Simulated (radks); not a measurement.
Fractional charge and spin in the 5s shell of praseodymium: the spin-up occupation runs from 0 to 1 and the spin-down occupation from 0 to 1; the fullest corner is Pr3+, [Kr] 4d10 4f(up 1, down 1) 5p6 5s(up 1, down 1). Calculated with a radial shooting solver on a logarithmic mesh with Libxc functionals: scalar-relativistic Kohn-Sham, r2SCAN, spin-polarised, spherical densities, finite nucleus; meta-GGA in the generalised Kohn-Sham scheme; Fermi nuclear charge, rms radius of each element as measured or else 0.836 A^(1/3) + 0.57 fm. Energy (eV) above the fullest corner. The planes named below are the two flat planes that join the four corners, with an edge along up + down = one added electron.

down \ up        0      0.5       1
0          161.190  115.451  73.114
0.5        115.451   73.526  34.931
1           73.114   34.931   0.000

Corners above the fullest one (they belong to Pr4+ and the next ion): (up 1, down 0) 73.114 eV, (up 0, down 1) 73.114 eV, (up 0, down 0) 161.19 eV. With half an added electron in each spin the energy lies 0.412 eV from the planes, and with half an added electron in spin up alone -1.701 eV. The planes are only a guide here: the flat-plane condition holds for ground states with one frontier orbital, while this shell lies below other occupied shells, so the corners above the fullest one are inner-hole states and not the ground states of those ions.
